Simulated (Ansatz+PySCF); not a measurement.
Values are calculated unless marked as measured or tabulated.
# Several solutions for sextet FeH2O(+)

```yaml
atoms:
  - { symbol: Fe, position_ang: [0.0000, 0.0000, 0.0000] }
  - { symbol: O, position_ang: [0.0000, 0.0000, 2.1000] }
  - { symbol: H, position_ang: [0.7750, 0.0000, 2.6750] }
  - { symbol: H, position_ang: [-0.7750, 0.0000, 2.6750] }
```

Basis set: def2-SVP (spherical functions). Charge 1, multiplicity 6.

UHF was run from several starts with Ansatz (development build ahead of 0.2.0) and PySCF 2.14.0.

```
run  program                                 start  converged  energy (hartree)  <S²>
  A    PySCF                      program defaults        yes       -1338.02955  8.75
  B   Ansatz               atomic start, no search        yes       -1338.04009  8.75
  C    PySCF  guess huckel, instabilities followed        yes       -1338.04390  8.75
  D   Ansatz           search for the lowest state        yes       -1338.04390  8.75
  E   Ansatz               stability test followed        yes       -1338.04390  8.75
  F    PySCF    guess atom, instabilities followed        yes       -1338.04390  8.75
  G    PySCF   guess minao, instabilities followed        yes       -1338.04390  8.75
```

Which runs reached the lowest solution of this kind, and what is wrong with the others?

C, D, E, F, G reached the lowest solution found. Converged but too high: A by 0.39 eV, B by 0.10 eV. Convergence only shows a stationary point, and even a stable one can lie too high; stability tests and further starts are what find lower ones. Caution: other spin multiplicities were not run.
